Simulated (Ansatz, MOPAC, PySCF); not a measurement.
Species: SiBr (charge 0, doublet). SMILES: Br[Si]
Coordinates optimised at B3LYP-D3(BJ)/def2-TZVP (Ansatz, a quantum-chemistry and plane-wave program):
```xyz
2

Si     0.0000     0.0000    -1.6088
Br     0.0000     0.0000     0.6435
```
Charge 0, spin multiplicity 2.

Property: vertical ionisation energy to the singlet, in eV. Terms: valence correlation only (noble-gas shells and the d and f shells of earlier blocks); UHF or UKS for open shells; LANL2DZ with its own core potentials from Na on; PM7 with its own dispersion and hydrogen-bond terms; six Cartesian d functions in 6-31G* and its kin unless marked 5d; no spin-orbit coupling; each state is the SCF solution reached for its charge and spin; non-relativistic. First-principles rows: single points at B3LYP-D3(BJ) geometries (Ansatz). Semi-empirical rows: differences of heats of formation at the shared geometry for vertical values.

| level | program | vertical ionisation energy to the singlet (eV) |
|---|---|---|
| AM1 | MOPAC | 7.76 |
| PM3 | MOPAC | 5.76 |
| PM6 | MOPAC | 6.89 |
| PM7 | MOPAC | 8.02 |
| MNDO | MOPAC | 5.89 |
| HF/6-31G* with LANL2DZ past Ar | Ansatz | 7.47 |
| PBE/6-31G* | Ansatz | 7.44 |
| B3LYP/3-21G | Ansatz | 7.57 |
| B3LYP/6-31G* | Ansatz | 7.53 |
| B3LYP/6-31G* with LANL2DZ past Ar | Ansatz | 7.59 |
| MP2/6-31G* with LANL2DZ past Ar | Ansatz | 7.14 |
| M06-2X/def2-TZVPD | PySCF | 7.42 |

No value to compare with is used here. The 11 habitual levels span 5.76 (PM3) to 8.02 eV (PM7); M06-2X/def2-TZVPD gives 7.42.

The levels are drawn from those run, B3LYP/6-31G* more often than the rest, none by its result; runs whose electronic state is in doubt are left out.
